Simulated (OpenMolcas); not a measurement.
Ir3+ among 4 point charges of -2.5 e arranged as a tetrahedron (Td).

| Property | Result |
| --- | --- |
| Program | OpenMolcas 26.06 |
| Method | CASSCF |
| Basis | ANO-RCC-VDZP [7s6p4d2f] |
| Scalar Hamiltonian | DKH2, point nucleus |
| Active space | 6 electrons in 5 orbitals (5d) |
| State averaging | 2S+1 = 5 even, 5 roots; 2S+1 = 3 even, 45 roots; 2S+1 = 1 even, 50 roots |
| Spin-orbit coupling | RASSI with atomic mean-field integrals over the reference wave functions |

All point charges move together. At R = 2.18 Å the first state of the same spin is 3286 cm-1, and at R = 2.29 Å it is 2782 cm-1.

Question: A third run gives 4006 cm-1. What distance was it run at?

Answer: With a power law R^-n the two known points give n = -ln(2782 / 3286) / ln(2.29 / 2.18) = 3.38. Then R = 2.18 × (3286 / 4006)^(1/3.38) = 2.056 Å. The run was at 2.04 Å, so the estimate is off by +0.016 Å.

An orbital doublet at a regular site is open to a Jahn-Teller distortion, which this geometry leaves out. Without dynamic correlation the repulsion within the d shell is too large (B by tens of per cent), so at a given field states of lower spin stand too high. Point charges give a weaker field than real ligands, and real ions of this kind are as a rule low spin; the high spin found here belongs to the model. The ground term spreads over less than 5000 cm-1, several times less than with real ligands, so orbital moments are less quenched and χT lies further from the spin-only value than at real sites. Spin-orbit coupling mixes the spin-free states strongly: the lowest level takes only 66 % from its leading state, 5E (figures for R = 2.04; the like holds for R = 2.18, R = 2.29). This is an electrostatic model: the charges have no orbitals. No measured value stands beside these numbers.
